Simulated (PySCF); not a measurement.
Dipole response of O+ (oxygen, charge +1)

[He] 2s2 2p3, high-spin 4S determinant. Calculation: PySCF 2.14, in def2-QZVPPD (8s5p4d2f1g, 66 functions); the non-relativistic Hamiltonian (point nucleus). Coupled (time-dependent) response in atomic units; α is the mean over directions.

```
method  mean α (bohr³)  C₆ (like pair)  S(−4)
   UHF           2.624           4.937  5.024
   PBE           2.678           5.269  4.355
  PBE0           2.628           5.111  4.313
 HSE06           2.635           5.123  4.360
```

S(−4) is the Cauchy moment in α(ω) = α(0) + S(−4) ω² + …

α(iu) at PBE:

| u (hartree) | α(iu) (bohr³) |
| --- | --- |
| 0 | 2.678 |
| 0.0500 | 2.667 |
| 0.100 | 2.635 |
| 0.200 | 2.520 |
| 0.300 | 2.359 |
| 0.500 | 2.001 |
| 0.750 | 1.604 |
| 1.00 | 1.295 |
| 1.50 | 0.8786 |
| 2.00 | 0.6267 |
| 3.00 | 0.3591 |
| 5.00 | 0.1604 |

A single London oscillator, α(iu) = α/(1 + u²/ω²), gives C₆ = (3/4) ω α². Matching the computed C₆ needs ω = 4 × 5.269 / (3 × 2.678²) = 0.980 hartree.

For an ion, C₆ is the dispersion term alone; charge-induced terms of lower order in 1/R come first.
